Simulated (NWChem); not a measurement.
Program: NWChem. System: Cu2, charge 0, spin multiplicity 1, at a geometry optimised with PBE/def2-SVP. The structure started from a generated list of species. Level: HF/def2-SVPD.

The NWChem input:

```
start mol
memory heap 200 mb stack 900 mb global 1100 mb
geometry units angstroms nocenter noautoz
  Cu     0.000000     0.000000     1.076541
  Cu     0.000000     0.000000    -1.076541
  symmetry group D2h
end
basis spherical
  * library def2-svpd
end
dft
  xc hfexch
  semidirect memsize 60000000 filesize 0
  iterations 100
end
property
  dipole
  response 1 0.0773
end
task dft property
```

Part of the output:

```
             Northwest Computational Chemistry Package (NWChem) 7.3.0
             --------------------------------------------------------

                                NWChem Input Module
                                -------------------

 Scaling coordinates for geometry "geometry" by  1.889725989
 (inverse scale =  0.529177249)

 Turning off AUTOSYM since
 SYMMETRY directive was detected!

                             Geometry "geometry" -> ""
                             -------------------------

 Output coordinates in angstroms (scale by  1.889725989 to convert to a.u.)

  No.       Tag          Charge          X              Y              Z
 ---- ---------------- ---------- -------------- -------------- --------------
    1 Cu                  29.0000     0.00000000     0.00000000     1.07654100
    2 Cu                  29.0000     0.00000000     0.00000000    -1.07654100

 Effective nuclear repulsion energy (a.u.)     206.6981500977

            Nuclear Dipole moment (a.u.)
            ----------------------------
        X                 Y               Z
 ---------------- ---------------- ----------------
     0.0000000000     0.0000000000     0.0000000000

      Symmetry information
      --------------------

 Group name             D2h
 Group number             26
 Group order               8
 No. of unique centers     1

      Symmetry unique atoms

     1


 Summary of "ao basis" -> "" (spherical)
 ------------------------------------------------------------------------------
       Tag                 Description            Shells   Functions and Types
 ---------------- ------------------------------  ------  ---------------------
 *                         def2-svpd                  on all atoms

  xc_inp: hfexch multiplicative factor not found.
                              NWChem Property Module
                              ----------------------

                                 NWChem DFT Module
                                 -----------------

 Summary of "ao basis" -> "ao basis" (spherical)
 ------------------------------------------------------------------------------
       Tag                 Description            Shells   Functions and Types
 ---------------- ------------------------------  ------  ---------------------
 Cu                        def2-svpd                12       34   5s4p2d1f

 Summary of "ao basis" -> "ao basis" (spherical)
 ------------------------------------------------------------------------------
       Tag                 Description            Shells   Functions and Types
 ---------------- ------------------------------  ------  ---------------------
 Cu                        def2-svpd                12       34   5s4p2d1f

            General Information
            -------------------
          SCF calculation type: DFT
          Wavefunction type:  closed shell.
          No. of atoms     :     2
          No. of electrons :    58
           Alpha electrons :    29
            Beta electrons :    29
          Charge           :     0
          Spin multiplicity:     1
          Use of symmetry is: off; symmetry adaption is: off
          Maximum number of iterations: 100
          AO basis - number of functions:    68
                     number of shells:    24
          Convergence on energy requested:  1.00D-06
          Convergence on density requested:  1.00D-05
          Convergence on gradient requested:  5.00D-04

              XC Information
              --------------
[...]
    11     -0.050881  1 Cu pz                45     -0.050882  2 Cu pz

 Vector   31  Occ=0.000000D+00  E= 5.260660D-02
              MO Center=  5.8D-14, -2.3D-13, -1.3D-06, r^2= 9.2D+00
   Bfn.  Coefficient  Atom+Function         Bfn.  Coefficient  Atom+Function
  ----- ------------  ---------------      ----- ------------  ---------------
    16      0.506186  1 Cu py                50      0.506187  2 Cu py
    10     -0.069283  1 Cu py                15     -0.069065  1 Cu px
    44     -0.069283  2 Cu py                49     -0.069065  2 Cu px
    13      0.052759  1 Cu py                47      0.052759  2 Cu py
    19      0.027958  1 Cu d -1              53     -0.027958  2 Cu d -1

 Vector   32  Occ=0.000000D+00  E= 5.260660D-02
              MO Center= -3.0D-14, -5.7D-15, -1.3D-06, r^2= 9.2D+00
   Bfn.  Coefficient  Atom+Function         Bfn.  Coefficient  Atom+Function
  ----- ------------  ---------------      ----- ------------  ---------------
    15      0.506186  1 Cu px                49      0.506187  2 Cu px
     9     -0.069283  1 Cu px                16      0.069065  1 Cu py
    43     -0.069283  2 Cu px                50      0.069065  2 Cu py
    12      0.052759  1 Cu px                46      0.052759  2 Cu px
    21     -0.027958  1 Cu d  1              55      0.027958  2 Cu d  1

 center of mass
 --------------
 x =   0.00000000 y =   0.00000000 z =   0.00000000

 moments of inertia (a.u.)
 ------------------
         520.888977941233           0.000000000000           0.000000000000
           0.000000000000         520.888977941233           0.000000000000
           0.000000000000           0.000000000000           0.000000000000

     Multipole analysis of the density
     ---------------------------------

     L   x y z        total         alpha         beta         nuclear
     -   - - -        -----         -----         ----         -------
     0   0 0 0     -0.000000    -29.000000    -29.000000     58.000000

     1   1 0 0     -0.000000     -0.000000     -0.000000      0.000000
     1   0 1 0      0.000000      0.000000      0.000000      0.000000
     1   0 0 1      0.000003      0.000001      0.000001      0.000000

     2   2 0 0    -21.150332    -10.575166    -10.575166      0.000000
     2   1 1 0      0.000000      0.000000      0.000000      0.000000
     2   1 0 1      0.000000      0.000000      0.000000      0.000000
     2   0 2 0    -21.150332    -10.575166    -10.575166      0.000000
     2   0 1 1     -0.000000     -0.000000     -0.000000      0.000000
     2   0 0 2    -14.723477   -127.382622   -127.382622    240.041767

 *** CALLING NEW AORESP DRIVER FOR CLOSED AND OPEN SHELLS ***
 Entering AOResponse driver routine

--------------------------------------------------------------------------------

          ****************
          *** RESPONSE ***
          ****************

 Response module for NWChem and dynamic CPKS solver

          -----------------------------------------------
          Solving response equations for perturbing field
          -----------------------------------------------

 number of frequencies:     1
 frequency in a.u.:  0.7730000E-01
 Perturbing field: electric
 Using El. Dipole Length Gauge

 Setting up CPKS with frequency omega =      0.07730000 a.u.

                            NWChem Dynamic CPHF Module
                            --------------------------

    scftype = RHF
    nclosed =   29
      nopen =    0
  variables =     2262
  num. vecs =        3
  tolerance =   1.0D-04
  max. iter =   50

 SCF residual:    2.2253411746522730E-004

Iterative solution of linear equations
  No. of variables     2262
  No. of equations        3
  Maximum subspace       30
       Convergence  1.0D-04

 ga_lkain filestub:cphf_sol
 ga_lkain filesoln:./mol.cphf_sol

   iter   nsub   residual    time
   ----  ------  --------  ---------
     1      3    5.10D+00       3.9
     2      6    3.43D+00       5.4
     3      9    9.06D+00       6.9
     4     12    2.00D+00       8.4
     5     15    4.51D-01       9.9
     6     18    2.04D-01      11.5
     7     21    3.51D-02      13.0
     8     24    6.80D-03      14.5
     9     27    2.21D-03      16.0
    10     30    9.40D-04      17.5
    11     30    1.37D-03      19.0
    12     30    3.49D-04      20.5
    13     30    3.75D-05      22.1

 Electric Dipole Response Matrix (nonzero elements):

              1        2        3
    1  125.0281  -0.0000  -0.0000
    2   -0.0000 125.0281   0.0000
    3   -0.0000  -0.0000 237.9906

 ------------------------------------------
 average:       162.68225 + I       0.00000

 DFT Linear Response polarizability / au
 Frequency  =       0.0773000 / au
 Wavelength =     589.4353558 / nm
              X              Y              Z
 -----------------------------------------------
 X     125.0280902     -0.0000000     -0.0000000
 Y      -0.0000000    125.0280902      0.0000000
 Z      -0.0000000     -0.0000000    237.9905562
 -----------------------------------------------
 Eigenvalues =     125.0280902    125.0280902    237.9905562
 Isotropic   =     162.6822456
 Anisotropic =     112.9624660
 -----------------------------------------------

 Magnetic Dipole Response Matrix (nonzero elements):
 Optical rotation tensor Beta

              1        2        3
    1   -0.0000  -0.0001   0.0000
    2    0.0001   0.0000   0.0000
    3   -0.0000  -0.0000   0.0000

 ------------------------------------------
 average:         0.00000 + I       0.00000

 Exiting AOResponse driver routine

          -------------
          Dipole Moment
          -------------

 Center of charge (in au) is the expansion point
         X =       0.0000000 Y =       0.0000000 Z =       0.0000000

   Dipole moment        0.0000025385 A.U.
             DMX       -0.0000000000 DMXEFC        0.0000000000
             DMY        0.0000000000 DMYEFC        0.0000000000
             DMZ        0.0000025385 DMZEFC        0.0000000000
   -EFC- dipole         0.0000000000 A.U.
   Total dipole         0.0000025385 A.U.

   Dipole moment        0.0000064522 Debye(s)
             DMX       -0.0000000000 DMXEFC        0.0000000000
             DMY        0.0000000000 DMYEFC        0.0000000000
             DMZ        0.0000064522 DMZEFC        0.0000000000
   -EFC- dipole         0.0000000000 DEBYE(S)
   Total dipole         0.0000064522 DEBYE(S)

 1 a.u. = 2.541766 Debyes

 Task  times  cpu:       22.1s     wall:       22.1s

 Total times  cpu:       22.2s     wall:       22.2s
```
